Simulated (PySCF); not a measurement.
Calculated properties of `C=C[C@@H](C#CC)N=C`

C7H9N.
Structure used (GFN2-xTB), in Å, numbered top down from 1:
```xyz
17
C7H9N angstrom
C      0.2389    2.4117   -0.6633
C      1.2455    1.6625   -0.2597
C      1.1065    0.3703    0.5136
C     -0.2578   -0.1410    0.5058
C     -1.3546   -0.6232    0.4494
C     -2.6987   -1.1573    0.4094
N      2.1278   -0.5294    0.0199
C      1.8684   -1.6757   -0.4047
H      0.4009    3.3287   -1.2039
H     -0.7851    2.1415   -0.4634
H      2.2725    1.9298   -0.4646
H      1.3990    0.5823    1.5564
H     -3.1712   -0.9076   -0.5407
H     -2.6722   -2.2416    0.5171
H     -3.2920   -0.7373    1.2215
H      0.8715   -2.1248   -0.4421
H      2.6935   -2.2770   -0.7608
```

Structural features include: imine, alkyne and C=C double bond.

**GFN2-xTB geometry**

```yaml
Point_group_of_the_GFN2-xTB_geometry: C1
Rotational_constants_A_B_C_of_the_GFN2-xTB_geometry: 2.491, 1.554, 1.025 GHz
```

From CAM-B3LYP/def2-SVPD ground state and vertical TDDFT (core frozen in the response) (PySCF):

```yaml
Dipole_moment: 2.20 D
HOMO_energy: -8.71 eV
LUMO_energy: 0.82 eV
HOMO–LUMO_gap: 9.53 eV
Lowest_singlet_excitation: 5.07 eV (245 nm, f = 0.002)
Strongest_line_among_the_8_lowest_singlet_transitions: S6 at 7.06 eV (176 nm, f = 0.059)
Lowest_triplet_excitation_Tamm–Dancoff: 4.25 eV
Static_isotropic_polarisability: 88.9 au
Electronic_spatial_extent_⟨r²⟩_about_the_centre_of_nuclear_charge: 1174 bohr²
```

Monoisotopic mass (most abundant isotopes): 107.0735 u.

The polarisability is 13.17 Å³ as a volume (1 au = 0.148185 Å³), or 1.53 au for each of the 58 electrons. S1 lies 4.46 eV below the HOMO–LUMO gap; its leading configuration is HOMO→LUMO, weight 0.74. In wavenumbers S1 is 40900 cm⁻¹ (1 eV = 8065.54 cm⁻¹). With B = h/(8π²I), that is 505.379 GHz u Å² over I, the principal moments of inertia are 202.9, 325.3 and 492.9 u Å² (most abundant isotopes). The rotational constants make it an asymmetric top with κ = (2B − A − C)/(A − C) = -0.28, nearer the prolate limit (−1). The principal polarisabilities are 65.4, 95.4 and 105.8 au; their mean is the isotropic value. The vertical singlet–triplet gap S1 − T1 is 0.82 eV (TDDFT singlet less Tamm–Dancoff triplet; S1: HOMO→LUMO, weight 0.74; T1: HOMO→LUMO, weight 0.67).

Isolated species at its GFN2-xTB geometry (one conformer only).
